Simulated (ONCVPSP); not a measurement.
**Varying the ONCV potential for boron**

Base potential:

```
Element                 : B (Z = 5)
Generator               : ONCVPSP 4.0.1
Type                    : optimised norm-conserving Vanderbilt (ONCV)
Functional              : LDA (Perdew-Wang 92)
Relativity              : scalar-relativistic
Frozen core             : [He]
Valence charge          : 3
Reference configuration : 2s2 2p1
Partial waves           : 2s: rc 1.25 bohr, ncon 4, nbas 7, qcut 6.6 1/bohr, 2 projectors, debl 0.9 Ha; 2p: rc 3.85 bohr, ncon 4, nbas 7, qcut 4.5 1/bohr, 2 projectors, debl 2.8 Ha; d scattering state at 0.41 Ha: rc 3.15 bohr, ncon 4, nbas 7, qcut 3.4 1/bohr, 2 projectors, debl 1.2 Ha
Local potential         : polynomial inside 0.90 bohr (lpopt 5, dvloc0 1 Ha)
Core correction         : none
```

Cutoffs, loose and tight: the cutoffs (Ha) at which the residual kinetic energy of the hardest occupied pseudo-wave falls to 1 and 0.1 mHa per electron. They do not see the model core or the augmentation charge, which bear on the density cutoff. Test errors are all-electron minus pseudo excitation energies from the reference, over the configurations 2s2 2p0; 2s1 2p0; 2s2 2p0.5; 2s1 2p1. A dash means not determined; rows that change the core or the reference have their own tests.

A true bound ghost makes a file unfit for plane-wave use even where its test errors are small: the radial tests pick states by their node count and pass the ghost by.

```csv
change,outcome,"cutoff, loose","cutoff, tight",bound ghosts,GHOST(+) flags above zero,largest test error (meV)
base,generated,13 Ha,17 Ha,d,p,+522
"core correction Teter function, fcfact 5.25, rcfact 1.2",generated,13 Ha,17 Ha,d,p,+498
s: rc 1.26,generated,13 Ha,17 Ha,d,p,+522
"local potential polynomial inside 0.90 bohr (lpopt 5, dvloc0 -1 Ha)",generated,13 Ha,17 Ha,d,none,+522
```

Q: What comes out with this change to the base: p: qcut 3?

A: outcome: generated; cutoff, loose: 13 Ha; cutoff, tight: 17 Ha; bound ghosts: d; GHOST(+) flags above zero: p; largest test error (meV): +838.
